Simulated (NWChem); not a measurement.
SrBrCl; SMILES [Sr]([Br])[Cl]

```xyz
3

Sr     0.1749     0.5148     0.0000
Cl    -0.8412     2.9169     0.0000
Br     0.0651    -2.2657     0.0000
```
Atoms are numbered in this order, from 1.

Level: PBE0/def2-SVP with def2 effective core potentials on Sr (NWChem), optimised geometry, unscaled harmonic frequencies. This build's default masses of Se (78.918 u) and Br (79.917 u) are each other's, which moves their modes by up to 0.6 %. def2 effective core potentials on Sr; no spin-orbit coupling.

### Question
List the harmonic frequencies with IR intensities, and the thermochemistry.

### Answer
```csv
frequency (cm⁻¹),IR intensity (km/mol)
30,28.4
204,15.4
325,94.3
```

| Item | Result |
|---|---|
| zero-point energy | 0.8 kcal/mol |
| thermal correction to the enthalpy at 298.15 K (with zero-point energy) | 4.3 kcal/mol |
| heat capacity Cv | 11.4 cal/(mol K) |
| entropy at 298.15 K and 1 atm (symmetry number 1) | 78.4 cal/(mol K) |

Rigid rotor and harmonic oscillator; modes under 100 cm⁻¹ make the entropy uncertain.
